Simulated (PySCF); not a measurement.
## Correlation energy of Kr⁺ (krypton, charge +1)

[Ar] 3d10 4s2 4p5, 2P determinant. Calculation: PySCF 2.14, in jorge-DZP-DKH; scalar relativity by spin-free X2C-1e. Frozen: [Ar] 3d10; 7 electrons correlated.

MP2 pair energies summed by pair of shells (mhartree):

```tsv
pair	energy	share (%)
4p-4p	-21.85	50.9
4s-4p	-17.16	40.0
4s-4s	-3.90	9.1
```

Total MP2 correlation energy: -42.92 mhartree.

Same-spin part -9.36 and opposite-spin part -33.55 mhartree; SCS-MP2 scales them by 1/3 and 6/5 to -43.39 mhartree.

| level | correlation energy (mhartree) |
| --- | --- |
| CCSD | -49.04 |
| (T) | -0.40 |
| CCSD(T) | -49.44 |

Diagnostics: T1 = 0.0010, D1 = 0.0021, largest double amplitude 0.030.

Task: Is a single reference adequate?

Result: Yes, within this model without spin-orbit coupling: T1 lies below 0.03 and no double amplitude reaches 0.07.
